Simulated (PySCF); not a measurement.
Electronic structure of Ba⁻ (barium, charge -1) at the UHF level

Configuration: [Xe] 5d1 6s2, 2D determinant. All numbers are calculated (PySCF 2.14, the spin-free X2C one-electron Hamiltonian (Gaussian nucleus), in aug-cc-pVDZ-X2C (8s7p5d, 54 functions)).

```json
{
 "Total energy": "-8131.602401 hartree",
 "One-electron energy": "-11108.7505 hartree",
 "Hartree (Coulomb) energy": "3174.1685 hartree",
 "Exchange energy": "-197.0204 hartree",
 "⟨S²⟩": "0.8232",
 "⟨L²⟩": "6.224",
 "Sum of ⟨r⟩": "52.70 bohr",
 "Sum of ⟨r²⟩": "184.5 bohr²",
 "Traceless quadrupole moment −½Σ⟨3z² − r²⟩ along its main axis": "9.46 e·bohr²",
 "Langevin diamagnetic susceptibility": "-146 ×10⁻⁶ cm³/mol"
}
```

```json
{"shell": "1s β", "electrons": "1", "mean orbital energy (hartree)": "-1382.43037", "spread (hartree)": "0", "rms radius, mean of both spins (bohr)": "0.0292"}
{"shell": "1s α", "electrons": "1", "mean orbital energy (hartree)": "-1382.43037", "spread (hartree)": "0", "rms radius, mean of both spins (bohr)": "0.0292"}
{"shell": "2s α", "electrons": "1", "mean orbital energy (hartree)": "-222.27633", "spread (hartree)": "0", "rms radius, mean of both spins (bohr)": "0.119"}
{"shell": "2s β", "electrons": "1", "mean orbital energy (hartree)": "-222.27578", "spread (hartree)": "0", "rms radius, mean of both spins (bohr)": "0.119"}
{"shell": "2p α", "electrons": "3", "mean orbital energy (hartree)": "-199.22920", "spread (hartree)": "0.00002", "rms radius, mean of both spins (bohr)": "0.106"}
{"shell": "2p β", "electrons": "3", "mean orbital energy (hartree)": "-199.22874", "spread (hartree)": "0.00059", "rms radius, mean of both spins (bohr)": "0.106"}
{"shell": "3s α", "electrons": "1", "mean orbital energy (hartree)": "-48.46483", "spread (hartree)": "0", "rms radius, mean of both spins (bohr)": "0.311"}
{"shell": "3s β", "electrons": "1", "mean orbital energy (hartree)": "-48.46457", "spread (hartree)": "0", "rms radius, mean of both spins (bohr)": "0.311"}
{"shell": "3p α", "electrons": "3", "mean orbital energy (hartree)": "-40.87934", "spread (hartree)": "0.00123", "rms radius, mean of both spins (bohr)": "0.311"}
{"shell": "3p β", "electrons": "3", "mean orbital energy (hartree)": "-40.87914", "spread (hartree)": "0.00115", "rms radius, mean of both spins (bohr)": "0.311"}
{"shell": "3d α", "electrons": "5", "mean orbital energy (hartree)": "-29.78153", "spread (hartree)": "0.00162", "rms radius, mean of both spins (bohr)": "0.289"}
{"shell": "3d β", "electrons": "5", "mean orbital energy (hartree)": "-29.78097", "spread (hartree)": "0.00135", "rms radius, mean of both spins (bohr)": "0.289"}
{"shell": "4s α", "electrons": "1", "mean orbital energy (hartree)": "-10.08966", "spread (hartree)": "0", "rms radius, mean of both spins (bohr)": "0.715"}
{"shell": "4s β", "electrons": "1", "mean orbital energy (hartree)": "-10.08857", "spread (hartree)": "0", "rms radius, mean of both spins (bohr)": "0.715"}
{"shell": "4p α", "electrons": "3", "mean orbital energy (hartree)": "-7.53503", "spread (hartree)": "0.00255", "rms radius, mean of both spins (bohr)": "0.761"}
{"shell": "4p β", "electrons": "3", "mean orbital energy (hartree)": "-7.53406", "spread (hartree)": "0.00309", "rms radius, mean of both spins (bohr)": "0.761"}
{"shell": "4d α", "electrons": "5", "mean orbital energy (hartree)": "-3.69072", "spread (hartree)": "0.00372", "rms radius, mean of both spins (bohr)": "0.862"}
{"shell": "4d β", "electrons": "5", "mean orbital energy (hartree)": "-3.68938", "spread (hartree)": "0.00426", "rms radius, mean of both spins (bohr)": "0.862"}
{"shell": "5s α", "electrons": "1", "mean orbital energy (hartree)": "-1.44291", "spread (hartree)": "0", "rms radius, mean of both spins (bohr)": "1.76"}
{"shell": "5s β", "electrons": "1", "mean orbital energy (hartree)": "-1.43576", "spread (hartree)": "0", "rms radius, mean of both spins (bohr)": "1.76"}
{"shell": "5p α", "electrons": "3", "mean orbital energy (hartree)": "-0.74705", "spread (hartree)": "0.00476", "rms radius, mean of both spins (bohr)": "2.06"}
{"shell": "5p β", "electrons": "3", "mean orbital energy (hartree)": "-0.73463", "spread (hartree)": "0.01207", "rms radius, mean of both spins (bohr)": "2.06"}
{"shell": "6s α", "electrons": "1", "mean orbital energy (hartree)": "-0.03552", "spread (hartree)": "0", "rms radius, mean of both spins (bohr)": "6.71"}
{"shell": "6s β", "electrons": "1", "mean orbital energy (hartree)": "-0.01928", "spread (hartree)": "0", "rms radius, mean of both spins (bohr)": "6.71"}
{"shell": "5d α", "electrons": "1", "mean orbital energy (hartree)": "0.01422", "spread (hartree)": "0", "rms radius, mean of both spins (bohr)": "7.02"}
```

Spin-orbit coupling, absent here, splits the open shell strongly. ⟨S²⟩ = 0.82 against 0.75 shows spin contamination. The configuration of this anion was assumed by filling the next shell in order. It is not the known or likely ground configuration (Ca⁻, Sr⁻ and Ba⁻, for instance, bind a p electron), so these values are not the electron affinity of the element. At UHF the highest occupied level has a positive energy, so only the finite basis holds that electron.

Densities and radii are taken from the X2C orbitals without a picture-change correction, which distorts them close to the nucleus.

Spin-orbit constants ζ (cm⁻¹) from the X2C one-electron operator on these orbitals: bare nucleus, nucleus screened by l(l+1)(2l+1)/3 electrons, and screened by the Breit-Pauli mean field of the electrons.

```
shell     bare  screened nucleus  mean field
   2p  2016000           1944000     1913000
   3p   394700            380600      373800
   3d    60770             49920       48120
   4p    79410             76580       75110
   4d     9817              8064        7674
   5p     9967              9611        9411
   5d    191.6             157.4       145.4
```

To first order the Landé constant is A = 145.4 cm⁻¹, so the lowest level has J = 3/2 and lies 0.0270 eV below the centre of the term. First order in ζ underestimates the shift of the j = l − 1/2 level at high Z.
